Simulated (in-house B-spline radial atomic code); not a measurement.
The numbers below are computed, except where a source is named.
**Building a PAW d channel for Cd, r_c = 0.837 bohr**

Cd, [Kr] 4d10 5s2, non-relativistic PBE, spherical and spin-unpolarised, from an all-electron radial atomic-structure program (B-spline basis) (atomic units; all potentials screened as in the neutral atom).

Two all-electron partial waves φ1, φ2 are integrated outwards at E1 = ε(4d) = -0.464496 and E2 = E1 + 1.5 hartree; φ1 is the bound orbital and φ2 has unit norm inside r_c = 0.8371 bohr. Smooth partners are polynomials, r^3(a0 + a1 r² + a2 r⁴ + a3 r⁶), matched to φ and three derivatives at r_c, with no condition on the norm. The local potential is -44.338 + (125.296) r² + (-157.497) r⁴ + (76.1679) r⁶ inside 0.6854 bohr and the all-electron one outside.

```tsv
wave	φ(r_c)	φ'(r_c)	a0	a1	a2	a3
1	0.9122901	0.627016	4.97373	-7.431732	4.16475	-0.7436095
2	1.826921	-0.2468411	12.78697	-22.41491	14.75238	-3.514827
```

Inside r_c the overlaps are <φi φj> = [[0.20946, 0.45690], [0.45690, 1.00000]] and, for the smooth waves, [[0.18928, 0.41633], [0.41633, 0.91870]]. With χj = (Ej − T − V_local) applied to smooth wave j, the program's quadrature gives the matrix B_ij = <smooth i, χj> as [[0.66223, 1.49162], [1.55247, 3.50636]].

Question: Check the match of the first wave, and find the augmentation charges q_ij.

Answer: At r_c the four terms are 2.91752, -3.05476, 1.19958, -0.15009, which sum to 0.9123, φ1(r_c) to rounding. q_ij is the all-electron overlap less the smooth one: [[0.02018, 0.04057], [0.04057, 0.08130]]. The smooth first wave has a norm of 0.1893 inside r_c against 0.2095, and q11 > 0 puts back the missing charge.

Question: B isn't symmetric. Show that D_ij = B_ij + Ej q_ij is.

Answer: Integrating by parts gives B12 − B21 = (E1 − E2) q12: 1.49162 − (1.55247) = -0.06085, and −1.5 × (0.04057) = -0.06085. So D12 = 1.49162 + (1.035504)(0.04057) = 1.53363 and D21 = 1.55247 + (-0.464496)(0.04057) = 1.53363; D11 = 0.65286, D22 = 3.59054. The projectors, p = (B⁻¹)ᵀ χ, are dual to the smooth waves; det B = 0.0063, small beside B11 B22, as the two smooth waves look alike inside r_c.

Solving (T + V_local + Σ p D p) ψ = E (1 + Σ p q p) ψ in a sphere of 9 bohr gives these levels:

| all-electron | one projector | two projectors |
| --- | --- | --- |
| -0.464496 | -0.464496 | -0.464496 |
| 0.112086 | 0.112053 | 0.112086 |
| 0.379870 | 0.379655 | 0.379869 |
| 0.800201 | 0.799423 | 0.800201 |
| 1.362770 | 1.360570 | 1.362770 |

Question: What does the second projector gain?

Answer: With one projector the errors are 0.00, -0.03, -0.21, -0.78, -2.20 millihartree. With two the errors are 0.00, 0.00, 0.00, 0.00, 0.00 millihartree. The scattering is exact at E1 and at E2 = 1.036, and over all levels compared the largest error is under 0.01 millihartree. The lowest eigenvalue of the overlap operator is 1 with one and 0.9665 with two projectors. The smooth orbital alone needs a cutoff of 50.8 hartree for 1 millihartree of kinetic energy, against 107 for a norm-conserving Troullier-Martins orbital of the same radius; part of the gain comes from giving up the norm, part from the simpler form.
